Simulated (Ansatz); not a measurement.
FH₂NOSW (`[NH2][W](=[O])([F])=[S]`). Total charge 0; spin multiplicity 1. W: def2 effective core potential. Geometry: relaxed with PBE0-D4/def2-TZVP. It is one conformer, not always the lowest.

```xyz
7

N     0.192   -1.182   -0.060
W    -0.026    0.725   -0.014
O     1.042    1.312    1.163
F     0.383    1.477   -1.666
S    -2.049    1.148    0.515
H     1.010   -1.644    0.312
H    -0.553   -1.836   -0.251
```

(1) What is the dipole moment at PBE/def2-TZVPP? (Estimate.)

(2) And with r2SCAN, B3LYP, ωB97M-V? (Estimate.)

(3) Give the Mulliken charges with PBE, B3LYP, ωB97M-V in def2-TZVPP. (Estimate.)

Answers

(1) Computed: 3.86 D, with components (0.73, -3.72, -0.75) D in this frame, pointing from negative to positive charge.

(2) Computed: r2SCAN 3.97 D, B3LYP 3.92 D, ωB97M-V 3.93 D.

(3) Ansatz gave: 
```json
{"atom": "N1", "PBE": "-0.41", "B3LYP": "-0.43", "ωB97M-V": "-0.40"}
{"atom": "W2", "PBE": "0.87", "B3LYP": "1.04", "ωB97M-V": "1.00"}
{"atom": "O3", "PBE": "-0.32", "B3LYP": "-0.38", "ωB97M-V": "-0.38"}
{"atom": "F4", "PBE": "-0.27", "B3LYP": "-0.32", "ωB97M-V": "-0.31"}
{"atom": "S5", "PBE": "-0.25", "B3LYP": "-0.27", "ωB97M-V": "-0.24"}
{"atom": "H6", "PBE": "0.19", "B3LYP": "0.18", "ωB97M-V": "0.16"}
{"atom": "H7", "PBE": "0.19", "B3LYP": "0.18", "ωB97M-V": "0.16"}
```

B3LYP here is the variant with VWN-RPA as its local correlation; programs differ in this.
